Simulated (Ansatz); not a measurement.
The first iterations of a band of H$_{4}$OSSi$_{2}$ (8 atoms, charge 0, multiplicity 1).

All numbers below come from Ansatz 0.2.0, RKS PBE/def2-SVP.

| Property | Result |
| --- | --- |
| movable images | 7 |
| climbing image | yes |
| spring | 5.0 eV/Å² |
| optimiser | quadratic models (default) |
| start path | through a guess of the saddle point |
| force threshold | 0.05 eV/Å |
| iteration limit | 60 |
| end points | relaxed |

Image 0:

```xyz
8
Properties=species:S:1:pos:R:3
O -0.264 2.092 -0.540
Si -0.411 0.721 0.412
Si 0.656 -1.259 0.097
S -1.489 -0.995 -0.358
H -0.003 1.932 -1.465
H -0.849 1.241 1.740
H 1.505 -1.524 -1.116
H 0.947 -2.266 1.174
```

Image 8:

```xyz
8
Properties=species:S:1:pos:R:3
O -0.044 1.783 -0.069
Si -0.621 0.218 1.357
Si 0.680 -1.325 0.149
S -1.395 -0.941 -0.418
H -0.487 1.327 -0.831
H -0.593 2.574 0.111
H 1.650 -0.947 -0.940
H 0.901 -2.747 0.584
```

| iteration | highest image above the first end (eV) | largest band force component (eV/Å) |
| --- | --- | --- |
| 1 | 4.623 | 8.752 |
| 2 | 3.037 | 4.329 |
| 3 | 2.575 | 1.964 |

Problem. Does the band converge within its limit, and where does its top end?

Solution. It converged. It ended after 10 iterations with the highest image 2.525 eV above the first end. A vibrational analysis at the climbing image gives one clearly imaginary mode, 1278i cm⁻¹: a first-order saddle point. The orbitals stay closed-shell, which can raise the energy where a bond breaks towards radicals; this wasn't checked here.

Run time: 110 s on 2 threads of Intel(R) Xeon(R) Platinum 8488C (Sapphire Rapids), on a shared host, peak memory 0.14 GiB.
